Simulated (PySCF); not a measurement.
Isomers of C7H9NO2, from PBE0-D3(BJ)/def2-SVP geometry optimisation, gas phase (PySCF 2.14.0). One conformer each, no zero-point energy, no frequencies.

Task: Which isomer lies lower at this level?
A. `[O:1]=[CH:2]/[CH:3]=[C:4]1/[CH2:5][C@@H:6]1[CH2:7][NH:8][CH:9]=[O:10]` with O1–C2–C3–C4 -12°, C5–C6–C7–N8 -154°, C6–C7–N8–C9 -123°, C7–N8–C9–O10 -5°: A = 2061, B = 872.0, C = 633.4 MHz, dipole 5.53 D
B. `[NH2:1][C:2](=[O:3])[C@@H:4]1[CH2:5][CH:6]=[CH:7][C:8](=[O:9])[CH2:10]1` with H–N1–C2–O3 3° and 179°, N1–C2–C4–C5 -156°, C2–C4–C5–C6 -168°, C4–C5–C6–C7 19°, C6–C7–C8–O9 -178°, C7–C8–C10–C4 -34°: A = 2468, B = 921.9, C = 729.5 MHz, dipole 2.98 D

Result: B. That is `NC(=O)[C@@H]1CC=CC(=O)C1`, 45.2 kcal/mol below the other.

```json
{"SMILES": "NC(=O)[C@@H]1CC=CC(=O)C1", "mapped SMILES": "[NH2:1][C:2](=[O:3])[C@@H:4]1[CH2:5][CH:6]=[CH:7][C:8](=[O:9])[CH2:10]1", "E (Eh)": "-476.50348", "relative (kcal/mol)": "0.0", "relative (kJ/mol)": "0.0", "dipole (D)": "2.98"}
{"SMILES": "O=C/C=C1/C[C@@H]1CNC=O", "mapped SMILES": "[O:1]=[CH:2]/[CH:3]=[C:4]1/[CH2:5][C@@H:6]1[CH2:7][NH:8][CH:9]=[O:10]", "E (Eh)": "-476.43148", "relative (kcal/mol)": "45.2", "relative (kJ/mol)": "189.0", "dipole (D)": "5.53"}
```

As drawn, the higher has a three-membered ring, which the lower lacks.
